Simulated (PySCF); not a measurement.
Atom-mapped SMILES (the numbers label the heavy atoms): `[CH3:1][CH2:2][C:3]1=[CH:4][O:5][SiH2:6][CH:7]=[CH:8][O:9]1`; H(Xn) means a hydrogen on atom n.

Computed data (PySCF): geometry: GFN2-xTB, σ from GIAO-PBE0/pcSseg-1. Non-relativistic Hamiltonian, one averaged value for each set of equivalent atoms, a single conformation, gas phase.

Chemical shifts δ = σref − σ; TMS for $^{13}$C (σref 186.93), all at this level.

Task: Do the $^{13}$C shifts follow the atomic charges (in e)? Tabulate both.

Result: 
```json
{"atoms": "C8", "hybridisation": "sp2", "δ (ppm)": "165.0", "σ para (ppm)": "-225", "Hirshfeld": "+0.04", "IAO": "+0.09", "Mulliken": "+0.19", "ESP-fitted": "+0.21"}
{"atoms": "C3", "hybridisation": "sp2", "δ (ppm)": "145.4", "σ para (ppm)": "-216", "Hirshfeld": "+0.05", "IAO": "+0.11", "Mulliken": "+0.03", "ESP-fitted": "+0.04"}
{"atoms": "C4", "hybridisation": "sp2", "δ (ppm)": "128.3", "σ para (ppm)": "-194", "Hirshfeld": "+0.00", "IAO": "-0.02", "Mulliken": "+0.24", "ESP-fitted": "+0.00"}
{"atoms": "C7", "hybridisation": "sp2", "δ (ppm)": "99.3", "σ para (ppm)": "-178", "Hirshfeld": "-0.20", "IAO": "-0.58", "Mulliken": "-0.55", "ESP-fitted": "-0.58"}
{"atoms": "C2", "hybridisation": "sp3", "δ (ppm)": "32.8", "σ para (ppm)": "-94", "Hirshfeld": "-0.07", "IAO": "-0.25", "Mulliken": "-0.20", "ESP-fitted": "-0.11"}
{"atoms": "C1", "hybridisation": "sp3", "δ (ppm)": "18.5", "σ para (ppm)": "-78", "Hirshfeld": "-0.12", "IAO": "-0.42", "Mulliken": "-0.27", "ESP-fitted": "-0.05"}
```

Correlation coefficients of δ with charge over these carbons: Hirshfeld +0.64, IAO +0.70, Mulliken +0.61, ESP-fitted +0.32; with the paramagnetic shielding -0.99. Among the 4 sp2 carbons alone: Hirshfeld +0.90, IAO +0.90, Mulliken +0.79, ESP-fitted +0.95. With so few points, grouped by hybridisation, these coefficients are fragile. Charge is one influence among several: hybridisation and low-lying excitations act through the paramagnetic term.

Shifts are as computed. Against solution values, carbons near 30 ppm lie about +3 ppm off and those near 130 ppm about +5 ppm. Of 1211 compounds with measured shifts, 218 miss one by over three times the rms of a fit or turn the order of signals round; such compounds aren't used in these exercises.
